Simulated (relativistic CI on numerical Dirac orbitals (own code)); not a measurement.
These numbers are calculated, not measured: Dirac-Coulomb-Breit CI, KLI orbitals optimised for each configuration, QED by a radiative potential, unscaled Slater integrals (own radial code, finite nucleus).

CI space (outside the closed core [Ne]): 3s²3p⁶3d⁶, 3s²3p⁵3d⁷, 3s²3p⁴3d⁸, 3s3p⁶3d⁷, 3p⁶3d⁸, 3s3p⁵3d⁸, 3s²3p⁶3d⁵4s, 3s²3p⁶3d⁵4p, 3s²3p⁴3d⁷4s, 3s²3p⁶3d⁵4d, 3s²3p⁴3d⁷4p, 3s²3p⁵3d⁶4s, 3s²3p⁶3d⁵4f, 3s²3p⁴3d⁷4d, 3s3p⁵3d⁷4s, 3s²3p⁵3d⁶4p, 3s²3p⁵3d⁶4d, 3s²3p⁶3d⁴4s², 3s3p⁶3d⁶4s, 3p⁶3d⁷4s, 3p⁶3d⁷4p, 3s²3p⁶3d⁵5s, 3p⁶3d⁷4d, 3s3p⁶3d⁵4s². Levels of other configurations are missing.

At this charge energies of transitions that change n are usually good to better than 1 %, and those within a shell (Δn = 0) to a few per cent.

Outline of the computed level scheme of Hf XLIX. Lowest level of each configuration: 3s²3p⁶3d⁶ ³F4 at 0.000 eV; 3s²3p⁵3d⁷ ⁵G°6 at 365.353 eV.

Some strong electric-dipole decays among the lowest 45 levels: 3s²3p⁵3d⁷ ³D°3 → 3s²3p⁶3d⁶ ³F4 (1.8e+12 s⁻¹); 3s²3p⁵3d⁷ ³F°4 → 3s²3p⁶3d⁶ ³F4 (1.4e+12 s⁻¹); 3s²3p⁵3d⁷ ³P°2 → 3s²3p⁶3d⁶ ³P2 (8.6e+11 s⁻¹); 3s²3p⁵3d⁷ ³D°1 → 3s²3p⁶3d⁶ ³P2 (6.3e+11 s⁻¹); 3s²3p⁵3d⁷ ³D°3 → 3s²3p⁶3d⁶ ³P2 (4.7e+11 s⁻¹); 3s²3p⁵3d⁷ ³G°5 → 3s²3p⁶3d⁶ ³F4 (2.7e+11 s⁻¹); 3s²3p⁵3d⁷ ³D°1 → 3s²3p⁶3d⁶ ³P0 (2.4e+11 s⁻¹); 3s²3p⁵3d⁷ ³D°3 → 3s²3p⁶3d⁶ ³P2 (1.3e+11 s⁻¹).

LS names give the leading component of a level, which can be under half, so a name can repeat, a term be missing and a line seem to break the LS rules.
